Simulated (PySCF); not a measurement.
A side-by-side comparison of computed properties.

First species: C₅H₉NSi.
SMILES: `C#C[C@@H]1CC[Si@H]1N`

Second species: ReO3(NH2) (singlet state).
Z-matrix (Å and degrees, PBE0-D3(BJ)/def2-SVP geometry), rows numbered from 1:
```
Re
O   1  1.7005
O   1  1.6974  2  109.26
O   1  1.6985  2  108.93  3  -123.15
N   1  1.9122  2  110.84  3   118.17
H   5  1.0164  1  122.92  2   -87.11
H   5  1.0164  1  123.05  2    79.98
```

Levels: wB97X-D/def2-SVPD for HOMO energy, LUMO energy, HOMO–LUMO gap and static isotropic polarisability; TDDFT wB97X-D/def2-SVPD for lowest singlet excitation; TDA wB97X-D/def2-SVPD for lowest triplet excitation (Tamm–Dancoff); ΔSCF wB97X-D/def2-SVPD for vertical ionisation energy. Geometries: PBE0-D3(BJ)/def2-SVP. All species are isolated and taken at one optimised geometry (atoms past krypton carry core potentials, spin–orbit coupling is left out). Electronic properties by PySCF.

The conformers computed, where there is a choice (atom-mapped SMILES and torsion angles):
- `[CH:1]#[C:2][C@@H:3]1[CH2:4][CH2:5][Si@H:6]1[NH2:7]`: H–N7–Si6–C5 -160°, H–N7–Si6–C5 46°

Values for the first species:

- HOMO energy: -8.47 eV
- LUMO energy: 2.03 eV
- HOMO–LUMO gap: 10.50 eV
- Lowest singlet excitation: 6.09 eV
- Lowest triplet excitation (Tamm–Dancoff): 5.28 eV
- Static isotropic polarisability: 91.0 au
- Vertical ionisation energy: 8.63 eV

Question: Estimate the same properties for the second species, and the change in each.

Answer: 
```json
{"property": "HOMO energy", "first": "-8.47 eV", "second": "-10.96 eV", "second less first": "-2.49 eV"}
{"property": "LUMO energy", "first": "2.03 eV", "second": "-1.29 eV", "second less first": "-3.32 eV"}
{"property": "HOMO–LUMO gap", "first": "10.50 eV", "second": "9.67 eV", "second less first": "-0.83 eV"}
{"property": "lowest singlet excitation", "first": "6.09 eV", "second": "4.50 eV", "second less first": "-1.59 eV"}
{"property": "lowest triplet excitation (Tamm–Dancoff)", "first": "5.28 eV", "second": "4.09 eV", "second less first": "-1.19 eV"}
{"property": "static isotropic polarisability", "first": "91.0 au", "second": "54.8 au", "second less first": "-36.2 au"}
{"property": "vertical ionisation energy", "first": "8.63 eV", "second": "11.28 eV", "second less first": "+2.65 eV"}
```

On the first: The vertical singlet–triplet gap S1 − T1 is 0.81 eV (TDDFT singlet less Tamm–Dancoff triplet). No computed singlet falls in the visible range (750 to 380 nm, 1.65 to 3.26 eV); S1 lies 2.83 eV above its blue end.

On the second: The polarisability is 8.13 Å³ as a volume (1 au = 0.148185 Å³). In wavenumbers S1 is 36300 cm⁻¹ (1 eV = 8065.54 cm⁻¹). Atoms past krypton carry effective core potentials; spin–orbit coupling is left out.
